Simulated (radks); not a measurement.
Results of a calculation; reference values are marked as such.
Rh2+, 43 electrons, occupied as [Kr] 4d5 5s2 (not the ground configuration).

Level of theory: Dirac Kohn-Sham, PBEsol, spin-unpolarised, spherical densities, point nucleus; open shells fill j = l - 1/2 first (a radial shooting solver on a logarithmic mesh with Libxc functionals).

Energy parts (Ry):
| part | energy |
|---|---|
| total | -9562.17808 |
| kinetic | 9969.11262 |
| electron-nucleus | -23060.85938 |
| Hartree | 3800.02317 |
| exchange-correlation | -270.45448 |

Orbitals (lengths in bohr, moments of r in powers of bohr; <r^-3> diverges for s and p1/2):
| orbital | occ. | eigenvalue (Ry) | <r^-3> | <r^4> |
|---|---|---|---|---|
| 1s1/2 | 2 | -1693.724 | - | 5.374e-06 |
| 2s1/2 | 2 | -247.5299 | - | 0.0009692 |
| 2p1/2 | 2 | -229.3874 | - | 0.0006358 |
| 2p3/2 | 4 | -218.7690 | 3018 | 0.0007241 |
| 3s1/2 | 2 | -46.12501 | - | 0.04705 |
| 3p1/2 | 2 | -39.02766 | - | 0.04733 |
| 3p3/2 | 4 | -37.19945 | 527.7 | 0.05259 |
| 3d3/2 | 4 | -24.62837 | 79.68 | 0.04993 |
| 3d5/2 | 6 | -24.26749 | 75.40 | 0.05163 |
| 4s1/2 | 2 | -8.28028 | - | 1.682 |
| 4p1/2 | 2 | -6.08961 | - | 2.356 |
| 4p3/2 | 4 | -5.78852 | 87.06 | 2.624 |
| 4d3/2 | 4 | -2.45366 | 8.473 | 8.212 |
| 4d5/2 | 1 | -2.41619 | 7.967 | 8.535 |
| 5s1/2 | 2 | -1.69035 | - | 72.67 |

The highest occupied level is 5s1/2 at -22.998 eV. Summed over all electrons, <r^2> = 37.80 bohr^2, which gives a Langevin (diamagnetic) susceptibility term of -29.9 x 10^-6 cm^3/mol.
